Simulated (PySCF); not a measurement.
Cost of excited-state runs on SMILES [Cu][Cu], Cu$_{2}$

Mapped SMILES: `[Cu:1][Cu:2]`.

PySCF with density fitting, on 1 thread of an Arm Neoverse V1, shared host. Command: `OMP_NUM_THREADS=1 python excited_run.py task.json out`

Task: How long does each of these runs take, and how much memory?
- vibronic structure, B3LYP/def2-TZVP; Tamm-Dancoff; with frequencies; grid level 1
- excited-state relaxation, B3LYP/def2-TZVP; state S1; TDA; with frequencies; grid level 1
- excited-state relaxation, B3LYP/def2-TZVP; state T1; TDA; grid level 1
- excited-state relaxation, B3LYP/def2-TZVP; state T1; UKS; with frequencies; grid level 1

Result: 
| run | level | basis functions | wall time | peak memory (GiB) |
| --- | --- | --- | --- | --- |
| vibronic structure | B3LYP/def2-TZVP | 90 | 5.3 s | 0.53 |
| excited-state relaxation | B3LYP/def2-TZVP | 90 | 66 s | 0.51 |
| excited-state relaxation | B3LYP/def2-TZVP | 90 | 23 s | 0.51 |
| excited-state relaxation | B3LYP/def2-TZVP | 90 | 44 s | 0.48 |

Times from a shared host are rough.
